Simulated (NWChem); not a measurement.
System: GaH3S; SMILES [SH][GaH2]

The following NWChem deck was run.

```
start job
memory heap 200 mb stack 900 mb global 1100 mb
geometry units angstroms noautoz
  Ga    -0.015065    -0.788347     0.000000
  H      1.372392    -1.501657     0.000000
  H     -1.420761    -1.469288     0.000000
  S      0.073655     1.413388     0.000000
  H     -1.265123     1.594664     0.000000
end
basis spherical
  * library def2-svp
end
dft
  xc xpbe96 cpbe96
  iterations 150
  vectors input atomic output neutral.movecs
end
task dft energy
charge 1
dft
  odft
  mult 2
  vectors input atomic output cation.movecs
end
task dft energy
```

Excerpt of the output:

```
             Northwest Computational Chemistry Package (NWChem) 7.3.0
             --------------------------------------------------------

 CS  symmetry detected

                             Geometry "geometry" -> ""
                             -------------------------

 Output coordinates in angstroms (scale by  1.889725989 to convert to a.u.)

  No.       Tag          Charge          X              Y              Z
 ---- ---------------- ---------- -------------- -------------- --------------
    1 Ga                  31.0000     0.01146475    -0.72424598     0.00000000
    2 H                    1.0000     1.41291233    -1.40966029     0.00000000
    3 H                    1.0000    -1.38032930    -1.43316854     0.00000000
    4 S                   16.0000     0.05612622     1.47882316     0.00000000
    5 H                    1.0000    -1.28600994     1.63328363     0.00000000

 Effective nuclear repulsion energy (a.u.)     158.2484743687

      Symmetry information
      --------------------

 Group name             Cs
 Group number              2
 Group order               2
 No. of unique centers     5

  pbe96 is a nonlocal functional; adding pw91lda local functional.

                                 NWChem DFT Module
                                 -----------------

 Summary of "ao basis" -> "ao basis" (spherical)
 ------------------------------------------------------------------------------
       Tag                 Description            Shells   Functions and Types
 ---------------- ------------------------------  ------  ---------------------
 Ga                         def2-svp                12       32   5s4p3d
 H                          def2-svp                 3        5   2s1p
 S                          def2-svp                 8       18   4s3p1d

      Symmetry analysis of basis
      --------------------------

        a'         47
        a"         18

            General Information
            -------------------
          SCF calculation type: DFT
          Wavefunction type:  closed shell.
          No. of atoms     :     5
          No. of electrons :    50
           Alpha electrons :    25
            Beta electrons :    25
          Charge           :     0
          Spin multiplicity:     1
          Use of symmetry is: on ; symmetry adaption is: on
          Maximum number of iterations: 150
          AO basis - number of functions:    65
                     number of shells:    29
          Convergence on energy requested:  1.00D-06
          Convergence on density requested:  1.00D-05
          Convergence on gradient requested:  5.00D-04

              XC Information
              --------------
          PerdewBurkeErnzerhof Exchange Functional  1.000
            Perdew 1991 LDA Correlation Functional  1.000 local
           PerdewBurkeErnz. Correlation Functional  1.000 non-local

             Grid Information
             ----------------
          Grid used for XC integration:  medium
          Radial quadrature: Mura-Knowles
          Angular quadrature: Lebedev.
          Tag              B.-S. Rad. Rad. Pts. Rad. Cut. Ang. Pts.
          ---              ---------- --------- --------- ---------
          Ga                  1.30      112           9.0       590
          H                   0.35       45          11.0       434
          S                   1.00       88          10.0       590
          Grid pruning is: on
          Number of quadrature shells:   335
          Spatial weights used:  Erf1

      Superposition of Atomic Density Guess
      -------------------------------------

 Sum of atomic energies:       -2321.82101653

      Non-variational initial energy
      ------------------------------

 Total energy =   -2322.217268
 1-e energy   =   -3550.864376
 2-e energy   =    1070.398633
 HOMO         =      -0.332596
 LUMO         =       0.003408

      Symmetry analysis of molecular orbitals - initial
      -------------------------------------------------

  Numbering of irreducible representations:

     1 a'          2 a"

  Orbital symmetries:

     1 a'          2 a'          3 a'          4 a'          5 a'
     6 a"          7 a'          8 a'          9 a'         10 a"
    11 a'         12 a'         13 a'         14 a"         15 a'
    16 a'         17 a'         18 a"         19 a"         20 a'
    21 a'         22 a'         23 a'         24 a'         25 a"
    26 a"         27 a'         28 a'         29 a'         30 a'
    31 a'         32 a'         33 a'         34 a"         35 a"

   convergence    iter        energy       DeltaE   RMS-Dens  Diis-err
 ---------------- ----- ----------------- --------- --------- ---------
 d= 0,ls=0.0,diis     1  -2323.9809831251 -2.48D+03  1.67D-02  2.92D-01
 d= 0,ls=0.0,diis     2  -2323.9619812448  1.90D-02  1.21D-02  3.23D-01
 d= 0,ls=0.0,diis     3  -2324.0101018703 -4.81D-02  4.59D-03  6.31D-02
 d= 0,ls=0.0,diis     4  -2324.0213552205 -1.13D-02  7.36D-04  9.19D-03
 d= 0,ls=0.0,diis     5  -2324.0219552321 -6.00D-04  3.09D-04  4.64D-04
  Resetting Diis
 d= 0,ls=0.0,diis     6  -2324.0219937985 -3.86D-05  5.89D-05  1.76D-05
 d= 0,ls=0.0,diis     7  -2324.0219964471 -2.65D-06  4.07D-05  8.78D-07
 d= 0,ls=0.0,diis     8  -2324.0219961543  2.93D-07  2.55D-05  2.69D-06
 d= 0,ls=0.0,diis     9  -2324.0219966347 -4.80D-07  3.58D-06  5.98D-08

         Total DFT energy =    -2324.021996634694
      One electron energy =    -3550.135117153659
           Coulomb energy =     1169.183605583579
    Exchange-Corr. energy =     -101.318959433339
 Nuclear repulsion energy =      158.248474368725

 Numeric. integr. density =       50.000022058990

                  Occupations of the irreducible representations
                  ----------------------------------------------

[...]
```

Level: PBE/def2-SVP, vertical spin-unrestricted ions. Structure relaxed at the PBE0/def2-SVP level.
